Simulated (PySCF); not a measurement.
Species: `C(/C=C(\[SiH](C)C)C#N)#C`. The columns A, B, C and D hold Mulliken, IAO, Hirshfeld and ESP-fitted charges (e) of one PBE0/pcSseg-1 density (PySCF), in a shuffled order. Coordinates in Å (GFN2-xTB); the density's dipole moment is (-0.13, 3.51, -2.35) D.

```csv
atom,x,y,z,A,B,C,D
C1,2.505,1.748,-1.448,-0.407,-0.200,-0.315,-0.069
C2,2.303,0.811,-0.721,+0.053,-0.030,+0.268,-0.027
C3,2.100,-0.277,0.140,-0.032,-0.106,-0.038,-0.002
C4,0.886,-0.806,0.386,-0.415,-0.295,-0.467,-0.066
C5,0.783,-1.893,1.264,+0.467,+0.140,+0.127,+0.073
N6,0.657,-2.784,1.980,-0.485,-0.249,-0.245,-0.221
Si7,-0.726,-0.149,-0.400,+0.921,+0.933,+0.896,+0.384
C8,-1.005,1.614,0.255,-0.679,-0.715,-0.619,-0.214
C9,-2.147,-1.302,0.098,-0.817,-0.719,-0.636,-0.212
H10,2.675,2.562,-2.088,+0.317,+0.212,+0.055,+0.103
H11,2.995,-0.677,0.607,+0.171,+0.183,+0.145,+0.071
H12,-0.519,-0.151,-1.858,-0.181,-0.121,-0.056,-0.080
H13,-1.922,2.035,-0.145,+0.152,+0.158,+0.140,+0.044
H14,-1.080,1.630,1.340,+0.170,+0.159,+0.145,+0.044
H15,-0.187,2.270,-0.028,+0.165,+0.162,+0.152,+0.035
H16,-1.947,-2.328,-0.195,+0.197,+0.165,+0.150,+0.045
H17,-3.079,-1.000,-0.371,+0.193,+0.160,+0.145,+0.046
H18,-2.302,-1.298,1.173,+0.211,+0.163,+0.152,+0.045
```

**Question.** Which column most likely holds the ESP-fitted charges?

**Answer.** A. Σ q r misses the density's dipole by 0.02 D (A), 0.79 D (B), 1.15 D (D), 2.07 D (C). Charges fitted to the outside potential are the only set here that is tied to the molecule's multipoles.

**Question.** And the Hirshfeld charges?

**Answer.** D. The mean sizes are 0.099 e (D), 0.264 e (C), 0.271 e (B), 0.335 e (A), and Hirshfeld charges are commonly the smallest of these schemes.

As computed, A = ESP-fitted, B = IAO, C = Mulliken, D = Hirshfeld. Hydrogens on carbon: ESP-fitted +0.15 to +0.32, IAO +0.16 to +0.21, Mulliken +0.05 to +0.15, Hirshfeld +0.03 to +0.10 e.

The ESP scheme fits charges at the nuclei, held to the total charge, to the electrostatic potential on points at 1.4 to 2.0 times the van der Waals radii. The Hirshfeld scheme divides the density at each point in proportion to the densities of the neutral, spherically averaged free atoms.

The structure is a single GFN2-xTB conformer in the gas phase; no vibrational or solvent corrections.

Shape of the structure used: `[CH:1]#[C:2]/[CH:3]=[C:4](/[C:5]#[N:6])[SiH:7]([CH3:8])[CH3:9]`: C3–C4–Si7–C8 -65°.
